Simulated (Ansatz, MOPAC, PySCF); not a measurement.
Donor–acceptor adduct: BH3 (SMILES B) (first 4 atoms) with H2S (SMILES S); geometry from B3LYP-D3(BJ)/def2-TZVP.
(charge 0, multiplicity 1):
```xyz
7

B     -0.44935    -0.32521     0.66950
H      0.40568    -0.88714     0.03847
H     -1.24784    -1.05693     1.19111
H     -0.87943     0.69036     0.20214
S      0.62801     0.22883     2.29678
H     -0.20055     1.07138     2.94173
H      1.39218     1.23485     1.83165
```

Monomers are frozen at their geometry in the pair; levels with a basis set take the counterpoise correction. Rows marked so take none.

Rows in 3-21G, 6-31G* carry no dispersion term and start afresh at each structure (6-31G* with six Cartesian d functions). The state that PM3 reach isn't checked.

Run with Ansatz (a program for electronic structure); MOPAC for PM3 (differences of heats of formation); PySCF for 3-21G rows, 6-31G* rows. Values without a source in brackets are computed.

Task: One of these levels gives -27.13 kcal/mol for the interaction energy. Which one is it?
A) B3LYP/3-21G (no counterpoise)
B) HF/6-31G*
C) PM3
D) r2SCAN/def2-TZVPPD

Result: D, r2SCAN/def2-TZVPPD. The others give -53.15 (PM3), -8.87 (HF/6-31G*), -19.40 (B3LYP/3-21G (no counterpoise))
